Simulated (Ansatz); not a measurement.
Isomers of Rb₄Br₃ (doublet), relaxed with PBE-D4/def2-SVP; total energies from Ansatz at B2PLYP/def2-TZVP.

| isomer | description | energy (Eh) |
| --- | --- | --- |
| A | point group C3v; 9 × Br–Rb 3.32 to 3.33 Å | -7817.74385 |
| B | point group not assigned; 8 × Br–Rb 3.16 to 3.45 Å | -7817.73174 |
| C | point group not assigned; 9 × Br–Rb 3.22 to 3.45 Å | -7817.72890 |

In the def2 sets Rb takes a core potential; there is no spin–orbit coupling. Correlated methods freeze 27 core orbitals; core or outer-core shells of Rb, Br are correlated, in sets that lack core-valence functions.

The isomers come from a short search, and lower ones may exist.

Question: Work out the relative energies (1 Eh = 2625.5 kJ/mol) and the Boltzmann populations at 500 K from electronic energies alone (R = 8.314 J/mol/K).

Answer: ΔE: A 0.0, B 31.8, C 39.3 kJ/mol. RT = 4.16 kJ/mol. Factors exp(−ΔE/RT): A 1, B 0.000479, C 7.89e-05; sum 1.001. Populations: A 99.9 %, B 0.0 %, C 0.0 %. Zero-point energy, vibrational entropy and symmetry numbers are left out and can shift these; an error of 4 kJ/mol changes a ratio by a factor of 2.6. Over the other density-functional and correlated levels in def2 sets, the gap between A and B ranges from 37 to 45 kJ/mol.
